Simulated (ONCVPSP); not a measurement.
# What one change does to a pseudopotential (cobalt, ONCV)

cobalt (Co), optimised norm-conserving Vanderbilt (ONCV), made with ONCVPSP 4.0.1 (PBEsol, fully relativistic). Core [Ne], reference 3s2 3p6 3d7 4s2. Waves: 3s+4s: rc 1.05 bohr, ncon 4, nbas 7, qcut 12.9 1/bohr, 2 projectors; 3p: rc 0.75 bohr, ncon 4, nbas 7, qcut 10 1/bohr, 2 projectors, debl 1.8 Ha; 3d: rc 1.40 bohr, ncon 3, nbas 8, qcut 13.6 1/bohr, 3 projectors, debl 2.9 Ha. Local part: polynomial inside 0.55 bohr (lpopt 5, dvloc0 0 Ha). Core correction: Teter function, fcfact 2, rcfact 1.5.

Open shells are filled in proportion to 2j + 1.

In the p channel the program set the typed energies aside and used -2.384, 0.250 Ha (j = l + 1/2; the other j can differ).

Change: scalar-relativistic. In the p channel the program set the typed energies aside and used -2.407, 0.250 Ha.

Cutoffs: the cutoffs (Ha) at which the residual kinetic energy of the hardest occupied pseudo-wave falls to 1 and 0.1 mHa per electron; they do not see the model core or the augmentation charge, which bear on the density cutoff. Errors are all-electron minus pseudo energies relative to the spin-unpolarised reference configuration.

Problem. What does the change do?

Solution. The potential gets neither clearly harder nor softer (117 Ha and 242 Ha → 116 Ha and 241 Ha); of the 4 tests that both files solve, the error grows in 0 and shrinks in 3 by more than 15 % and 0.3 meV (median size 4.5 → 3.0 meV); neither file shows a bound ghost.

| quantity | base | changed |
| --- | --- | --- |
| cutoff, loose | 117 Ha | 116 Ha |
| cutoff, tight | 242 Ha | 241 Ha |
| loose cutoff by channel | s 55 Ha, p 117 Ha, d 61 Ha | s 55 Ha, p 116 Ha, d 61 Ha |
| bound ghosts | none | none |
| GHOST(+) flags under 300 eV | none | none |
| error for 3s2 3p6 3d7 4s1, meV [ΔE 9.05 eV] | +1.2 | +0.3 |
| error for 3s2 3p6 3d7 4s0, meV [ΔE 25.74 eV] | +5.9 | +3.3 |
| error for 3s2 3p6 3d6 4s0, meV [ΔE 61.58 eV] | +9.8 | +4.8 |
| error for 3s2 3p6 3d7.5 4s1.5, meV [ΔE -0.96 eV] | +3.1 | +2.7 |
| s: phases at 1.06 bohr within 0.05 rad from the reference energy up to (Ha; the scan ends near 5) | to the end of the scan | to the end of the scan |
| rms error of d²Exc/dni dnj with the model core, mHa | 6.58 | 0.94 |
